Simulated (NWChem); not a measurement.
System: C₄H₄F₂; SMILES C=C(F)C(=C)F

NWChem input:

```
start job
memory heap 200 mb stack 900 mb global 1100 mb
geometry units angstroms noautoz
  C      1.372081    -1.258857     0.000000
  C      0.156102    -0.714498     0.000000
  F     -0.951536    -1.489227     0.000000
  C     -0.156102     0.714498     0.000000
  C     -1.372081     1.258857     0.000000
  F      0.951536     1.489227     0.000000
  H      1.497057    -2.335101     0.000000
  H      2.249874    -0.626480     0.000000
  H     -2.249874     0.626480     0.000000
  H     -1.497057     2.335101     0.000000
end
basis spherical
  C library def2-svp
  F library def2-svp
  H library def2-svp
end
dft
  xc xpbe96 cpbe96
  iterations 150
  mulliken
end
task dft energy
```

Excerpt of the output:

```
             Northwest Computational Chemistry Package (NWChem) 7.3.0
             --------------------------------------------------------

 C2H symmetry detected

                             Geometry "geometry" -> ""
                             -------------------------

 Output coordinates in angstroms (scale by  1.889725989 to convert to a.u.)

  No.       Tag          Charge          X              Y              Z
 ---- ---------------- ---------- -------------- -------------- --------------
    1 C                    6.0000     1.36779670    -1.26351074     0.00000000
    2 C                    6.0000     0.15367393    -0.71502416     0.00000000
    3 F                    9.0000    -0.95658946    -1.48598601     0.00000000
    4 C                    6.0000    -0.15367393     0.71502416     0.00000000
    5 C                    6.0000    -1.36779670     1.26351074     0.00000000
    6 F                    9.0000     0.95658946     1.48598601     0.00000000
    7 H                    1.0000     1.48911595    -2.34017308     0.00000000
    8 H                    1.0000     2.24773284    -0.63411928     0.00000000
    9 H                    1.0000    -2.24773284     0.63411928     0.00000000
   10 H                    1.0000    -1.48911595     2.34017308     0.00000000

 Effective nuclear repulsion energy (a.u.)     224.5396167952

      Symmetry information
      --------------------

 Group name             C2h
 Group number             21
 Group order               4
 No. of unique centers     5

  pbe96 is a nonlocal functional; adding pw91lda local functional.

                                 NWChem DFT Module
                                 -----------------

 Summary of "ao basis" -> "ao basis" (spherical)
 ------------------------------------------------------------------------------
       Tag                 Description            Shells   Functions and Types
 ---------------- ------------------------------  ------  ---------------------
 C                          def2-svp                 6       14   3s2p1d
 F                          def2-svp                 6       14   3s2p1d
 H                          def2-svp                 3        5   2s1p

      Symmetry analysis of basis
      --------------------------

        ag         38
        au         14
        bg         14
        bu         38

            General Information
            -------------------
          SCF calculation type: DFT
          Wavefunction type:  closed shell.
          No. of atoms     :    10
          No. of electrons :    46
           Alpha electrons :    23
            Beta electrons :    23
          Charge           :     0
          Spin multiplicity:     1
          Use of symmetry is: on ; symmetry adaption is: on
          Maximum number of iterations: 150
          AO basis - number of functions:   104
                     number of shells:    48
          Convergence on energy requested:  1.00D-06
          Convergence on density requested:  1.00D-05
          Convergence on gradient requested:  5.00D-04

              XC Information
              --------------
          PerdewBurkeErnzerhof Exchange Functional  1.000
            Perdew 1991 LDA Correlation Functional  1.000 local
           PerdewBurkeErnz. Correlation Functional  1.000 non-local

             Grid Information
             ----------------
          Grid used for XC integration:  medium
          Radial quadrature: Mura-Knowles
          Angular quadrature: Lebedev.
          Tag              B.-S. Rad. Rad. Pts. Rad. Cut. Ang. Pts.
          ---              ---------- --------- --------- ---------
          C                   0.70       49          12.0       434
          F                   0.50       49          10.0       434
          H                   0.35       45          13.0       434
          Grid pruning is: on
          Number of quadrature shells:   237
          Spatial weights used:  Erf1

      Superposition of Atomic Density Guess
      -------------------------------------

 Sum of atomic energies:        -351.08138089

      Non-variational initial energy
      ------------------------------

 Total energy =    -353.932057
 1-e energy   =    -927.816064
 2-e energy   =     349.344391
 HOMO         =      -0.269113
 LUMO         =      -0.023336

      Symmetry analysis of molecular orbitals - initial
      -------------------------------------------------

  Numbering of irreducible representations:

     1 ag          2 au          3 bg          4 bu

  Orbital symmetries:

     1 ag          2 bu          3 ag          4 bu          5 ag
     6 bu          7 ag          8 bu          9 ag         10 bu
    11 ag         12 bu         13 ag         14 au         15 bu
    16 bg         17 ag         18 bu         19 bu         20 ag
    21 ag         22 au         23 bg         24 au         25 bu
    26 ag         27 bg         28 bu         29 ag         30 bu
    31 ag         32 bu         33 ag

     ---------------------------------------------
      Total Density - Mulliken Population Analysis
     ---------------------------------------------

    Atom       Charge   Shell Charges
 -----------   ------   -------------------------------------------------------
    1 C    6     6.35   1.99  0.97  0.27  2.08  1.02  0.02
    2 C    6     5.49   1.99  0.93  0.20  1.63  0.67  0.07
    3 F    9     9.38   1.99  1.14  0.77  3.42  2.05  0.00
    4 C    6     5.49   1.99  0.93  0.20  1.63  0.67  0.07
    5 C    6     6.35   1.99  0.97  0.27  2.08  1.02  0.02
    6 F    9     9.38   1.99  1.14  0.77  3.42  2.05  0.00
    7 H    1     0.89   0.66  0.20  0.03
    8 H    1     0.88   0.66  0.20  0.03
    9 H    1     0.88   0.66  0.20  0.03
   10 H    1     0.89   0.66  0.20  0.03

   convergence    iter        energy       DeltaE   RMS-Dens  Diis-err
 ---------------- ----- ----------------- --------- --------- ---------
 d= 0,ls=0.0,diis     1   -353.6897305992 -5.78D+02  1.97D-02  1.08D+00
 d= 0,ls=0.0,diis     2   -353.4288232883  2.61D-01  1.21D-02  3.69D+00
 d= 0,ls=0.0,diis     3   -353.8009653288 -3.72D-01  3.42D-03  7.81D-02
 d= 0,ls=0.0,diis     4   -353.8056316745 -4.67D-03  1.67D-03  4.31D-02
 d= 0,ls=0.0,diis     5   -353.8112637251 -5.63D-03  2.96D-04  2.42D-03
  Resetting Diis
 d= 0,ls=0.0,diis     6   -353.8114470219 -1.83D-04  9.18D-05  6.98D-05
 d= 0,ls=0.0,diis     7   -353.8114571550 -1.01D-05  2.21D-05  9.52D-07
 d= 0,ls=0.0,diis     8   -353.8114570675  8.76D-08  1.36D-05  1.63D-06
 d= 0,ls=0.0,diis     9   -353.8114572447 -1.77D-07  3.26D-06  2.27D-07

         Total DFT energy =     -353.811457244691
      One electron energy =     -931.152412457279
           Coulomb energy =      396.427455869000
    Exchange-Corr. energy =      -43.626117451614
 Nuclear repulsion energy =      224.539616795201

 Numeric. integr. density =       45.999982117833

                  Occupations of the irreducible representations
                  ----------------------------------------------

                     irrep           alpha         beta
                     --------     --------     --------
                     ag               10.0         10.0
                     au                2.0          2.0
                     bg                2.0          2.0
                     bu                9.0          9.0

                       DFT Final Molecular Orbital Analysis
                       ------------------------------------

 Vector   21  Occ=2.000000D+00  E=-3.152471D-01  Symmetry=ag
              MO Center= -5.1D-15, -1.2D-14, -2.4D-16, r^2= 3.2D+00
   Bfn.  Coefficient  Atom+Function         Bfn.  Coefficient  Atom+Function
  ----- ------------  ---------------      ----- ------------  ---------------
    33      0.357160   3 F  py               75     -0.357160   6 F  py
    36     -0.241960   3 F  py               78      0.241960   6 F  py
    19      0.220114   2 C  py               47     -0.220114   4 C  py
    32     -0.199776   3 F  px               74      0.199776   6 F  px
     4      0.171035   1 C  px               60     -0.171035   5 C  px

 Vector   22  Occ=2.000000D+00  E=-2.659248D-01  Symmetry=au
              MO Center=  5.7D-16,  7.4D-16, -3.9D-16, r^2= 3.0D+00
   Bfn.  Coefficient  Atom+Function         Bfn.  Coefficient  Atom+Function
  ----- ------------  ---------------      ----- ------------  ---------------
    34      0.311222   3 F  pz               76      0.311222   6 F  pz
    20      0.273441   2 C  pz               48      0.273441   4 C  pz
     6      0.231009   1 C  pz               62      0.231009   5 C  pz
    37     -0.227860   3 F  pz               79     -0.227860   6 F  pz
     9      0.142232   1 C  pz               65      0.142232   5 C  pz

 Vector   23  Occ=2.000000D+00  E=-2.216301D-01  Symmetry=bg
              MO Center= -7.5D-15,  3.8D-15,  5.5D-16, r^2= 3.8D+00
   Bfn.  Coefficient  Atom+Function         Bfn.  Coefficient  Atom+Function
  ----- ------------  ---------------      ----- ------------  ---------------
     6      0.353413   1 C  pz               62     -0.353413   5 C  pz
     9      0.275432   1 C  pz               65     -0.275432   5 C  pz
    20      0.229619   2 C  pz               48     -0.229619   4 C  pz
    34      0.147811   3 F  pz               76     -0.147811   6 F  pz
    37     -0.113977   3 F  pz               79      0.113977   6 F  pz

 Vector   24  Occ=0.000000D+00  E=-7.346426D-02  Symmetry=au
              MO Center=  2.2D-15,  1.2D-15,  4.9D-16, r^2= 3.9D+00
   Bfn.  Coefficient  Atom+Function         Bfn.  Coefficient  Atom+Function
  ----- ------------  ---------------      ----- ------------  ---------------
     9      0.424575   1 C  pz               65      0.424575   5 C  pz
     6      0.360006   1 C  pz               62      0.360006   5 C  pz
    20     -0.294957   2 C  pz               48     -0.294957   4 C  pz
    23     -0.283025   2 C  pz               51     -0.283025   4 C  pz
    34     -0.113323   3 F  pz               76     -0.113323   6 F  pz

 Vector   25  Occ=0.000000D+00  E= 4.295846D-02  Symmetry=bu
              MO Center= -1.7D-14,  3.4D-14,  9.6D-15, r^2= 5.2D+00
   Bfn.  Coefficient  Atom+Function         Bfn.  Coefficient  Atom+Function
  ----- ------------  ---------------      ----- ------------  ---------------
    86      0.763392   7 H  s               101     -0.763392  10 H  s
     3     -0.535032   1 C  s                59      0.535032   5 C  s
    21      0.340022   2 C  px               49      0.340022   4 C  px
    31      0.321720   3 F  s                73     -0.321720   6 F  s
     8      0.294058   1 C  py               64      0.294058   5 C  py

 Vector   26  Occ=0.000000D+00  E= 4.398942D-02  Symmetry=bg
              MO Center=  2.0D-15, -4.7D-15, -9.8D-15, r^2= 3.0D+00
   Bfn.  Coefficient  Atom+Function         Bfn.  Coefficient  Atom+Function
  ----- ------------  ---------------      ----- ------------  ---------------
    23      0.601426   2 C  pz               51     -0.601426   4 C  pz
    20      0.481570   2 C  pz               48     -0.481570   4 C  pz
     9     -0.427096   1 C  pz               65      0.427096   5 C  pz
     6     -0.224781   1 C  pz               62      0.224781   5 C  pz
    34      0.164424   3 F  pz               76     -0.164424   6 F  pz

     ---------------------------------------------
      Total Density - Mulliken Population Analysis
     ---------------------------------------------

    Atom       Charge   Shell Charges
 -----------   ------   -------------------------------------------------------
    1 C    6     6.07   1.98  0.90  0.24  2.11  0.82  0.02
    2 C    6     5.86   1.99  0.94  0.15  2.03  0.67  0.08
    3 F    9     9.16   1.99  1.14  0.77  3.34  1.92  0.01
    4 C    6     5.86   1.99  0.94  0.15  2.03  0.67  0.08
    5 C    6     6.07   1.98  0.90  0.24  2.11  0.82  0.02
    6 F    9     9.16   1.99  1.14  0.77  3.34  1.92  0.01
    7 H    1     0.96   0.73  0.20  0.02
    8 H    1     0.95   0.73  0.19  0.03
    9 H    1     0.95   0.73  0.19  0.03
   10 H    1     0.96   0.73  0.20  0.02

     -------------------------------------------
      Total Density - Lowdin Population Analysis
     -------------------------------------------

    Atom       Charge   Shell Charges
 -----------   ------   -------------------------------------------------------
    1 C    6     6.08   1.97  0.60  0.32  1.90  1.23  0.06
    2 C    6     5.95   1.96  0.62  0.28  1.85  1.05  0.18
    3 F    9     9.05   1.98  1.02  0.73  3.20  2.10  0.01
    4 C    6     5.95   1.96  0.62  0.28  1.85  1.05  0.18
    5 C    6     6.08   1.97  0.60  0.32  1.90  1.23  0.06
    6 F    9     9.05   1.98  1.02  0.73  3.20  2.10  0.01
    7 H    1     0.96   0.62  0.27  0.07
    8 H    1     0.96   0.62  0.27  0.07
    9 H    1     0.96   0.62  0.27  0.07
   10 H    1     0.96   0.62  0.27  0.07

     Multipole analysis of the density
     ---------------------------------

     L   x y z        total         alpha         beta         nuclear
     -   - - -        -----         -----         ----         -------
     0   0 0 0     -0.000000    -23.000000    -23.000000     46.000000

     1   1 0 0      0.000000      0.000000      0.000000      0.000000
     1   0 1 0     -0.000000     -0.000000     -0.000000     -0.000000
     1   0 0 1     -0.000000     -0.000000     -0.000000      0.000000

     2   2 0 0    -23.309771   -107.617386   -107.617386    191.925001
     2   1 1 0     -2.525322      9.969947      9.969947    -22.465217
     2   1 0 1      0.000000      0.000000      0.000000      0.000000
     2   0 2 0    -24.459473   -149.352252   -149.352252    274.245031
     2   0 1 1     -0.000000     -0.000000     -0.000000      0.000000
     2   0 0 2    -26.114442    -13.057221    -13.057221      0.000000
```

Level: PBE/def2-SVP. Structure relaxed at the B3LYP/6-31G* (spherical d) level.
